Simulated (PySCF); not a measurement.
C2H10OPSi (charge +1).
Geometry (GFN2-xTB, Å), atoms numbered from 1 in this order:
```
atom  x, y, z in Å
C1    -2.339    0.609    0.115
C2    -1.552   -0.687    0.149
O3    -0.166   -0.393   -0.011
Si4    1.226   -1.147   -0.086
P5     2.437    0.846   -0.372
H6    -2.195    1.117   -0.834
H7    -2.025    1.267    0.921
H8    -3.396    0.391    0.236
H9    -1.687   -1.202    1.104
H10   -1.860   -1.353   -0.660
H11    1.738   -1.696    1.165
H12    1.495   -1.901   -1.304
H13    2.155    1.627   -1.471
H14    2.362    1.802    0.617
H15    3.802    0.727   -0.497
```

Computed, not measured: TDDFT PBE0/def2-SVPD, vertical, gas phase, core orbitals frozen in the response (PySCF).

Transition dipole moments from the ground state, in atomic units and in the frame of the coordinates above (overall signs are arbitrary), for the states with f of 0.002 or more among the lowest 5:

```tsv
state	E (eV)	μx	μy	μz
S2	6.268	-0.189	-0.215	0.036
S3	6.649	-0.154	0.148	0.003
S5	7.020	0.016	0.013	0.157
```

(1) Work out the oscillator strengths.

(2) The point group is Cs. Which irreducible representation does each state belong to?

(3) Which bond between heavy atoms lies closest to the direction of the S2 transition dipole?

(4) How is the summed strength of these states shared among x, y and z?

(5) What peak molar absorption coefficient would the strongest computed level give as a lone Gaussian band 0.4 eV wide at half height?

## Answers

(1) f = (2/3) ΔE |μ|² with ΔE in hartree (27.2114 eV).

| state | \|μ\|² (au) | \|μ\| (D) | f |
| --- | --- | --- | --- |
| S2 | 0.083 | 0.73 | 0.013 |
| S3 | 0.045 | 0.54 | 0.007 |
| S5 | 0.025 | 0.40 | 0.004 |

(2) From a totally symmetric ground state, an allowed state transforms like the component of the dipole operator along its μ. Polarised normal to the mirror plane, so A″: S5. Polarised in the mirror plane, so A′: S2 and S3.

(3) Si4–P5, at 10° from it; next C2–O3 at 37°.

(4) (2/3) Σ ΔE μα² gives 0.009 for x, 0.011 for y and 0.004 for z, 0.024 in all.

(5) ε(max) = 2.175×10⁸ f / FWHM, with the width in cm⁻¹. S2: 2.175×10⁸ × 0.0128 / 3226 ≈ 860 L mol⁻¹ cm⁻¹.

One conformer stands for the species.
